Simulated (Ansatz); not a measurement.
SnBr₂. The state is a triplet with charge 0. Geometry PBE-D4/def2-TZVPD, that of the charge -1 doublet.

```xyz
3

Sn    0.150    0.748    0.878
Br   -1.211   -1.573    0.777
Br    1.062    0.825   -1.655
```

In the def2 sets Sn takes a core potential; there is no spin–orbit coupling. At PBE0-D4/def2-TZVPD a singlet of charge 0 lies 2.56 eV below the triplet at the same geometry. The structure comes from a short search, and lower isomers may exist.

(1) Estimate the α-spin orbital energies around the gap (eV) in Ansatz with PBE-D4/def2-TZVPD, r2SCAN-D4/def2-TZVPD, PBE0-D4/def2-TZVPD.

## Answers

(1) 
| orbital | PBE-D4/def2-TZVPD | r2SCAN-D4/def2-TZVPD | PBE0-D4/def2-TZVPD |
| --- | --- | --- | --- |
| HOMO−5 | -8.04 | -8.40 | -9.28 |
| HOMO−4 | -7.78 | -8.10 | -9.09 |
| HOMO−3 | -7.70 | -8.03 | -8.85 |
| HOMO−2 | -7.49 | -7.78 | -8.76 |
| HOMO−1 | -7.40 | -7.68 | -8.59 |
| HOMO | -4.38 | -4.76 | -5.48 |
| LUMO | -2.77 | -2.68 | -2.13 |
| LUMO+1 | -2.67 | -2.56 | -2.01 |
| LUMO+2 | -0.44 | 0.20 | 0.02 |
| LUMO+3 | 0.48 | 1.09 | 0.89 |
| LUMO+4 | 0.53 | 1.15 | 0.95 |
| LUMO+5 | 0.65 | 1.35 | 1.03 |
| β HOMO | -7.23 | -7.50 | -8.40 |
| β LUMO | -6.94 | -6.90 | -6.31 |
